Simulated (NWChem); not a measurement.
System: WO₂F, doublet; SMILES [F][W](=[O])=[O]

```xyz
4

W      0.0710    -0.0178     0.0000
O     -0.2230    -0.9548     1.3885
O     -0.2230    -0.9548    -1.3885
F     -0.1875     1.8436     0.0000
```
Atoms are numbered in this order, from 1.

Program: NWChem. Spin-unrestricted. Medium grid unless said otherwise, to which SCAN and Minnesota functionals are sensitive. The geometry was optimised at PBE0/def2-SVP, spin-unrestricted. This spin state was assumed; another may lie lower. No stability test was run on the SCF state. def2 effective core potentials on W; no spin-orbit coupling. Total energies of different functionals are on different scales.

```tsv
level	energy (Ha)	highest occupied level (eV)	lowest empty minus highest occupied level, either spin (eV)	dipole (D)	<S²>
PBE/def2-SVP	-317.1170	-6.65	1.63	1.94	0.756
MN15-L/def2-SVP	-316.7801	-7.12	2.99	2.17	0.773
RPBE/def2-SVP	-317.3742	-6.60	1.70	1.94	0.757
LRC-wPBEh/def2-SVP	-317.0591	-9.94	7.61	2.22	0.759
PW91/def2-SVP	-317.3280	-6.72	1.59	1.94	0.756
```
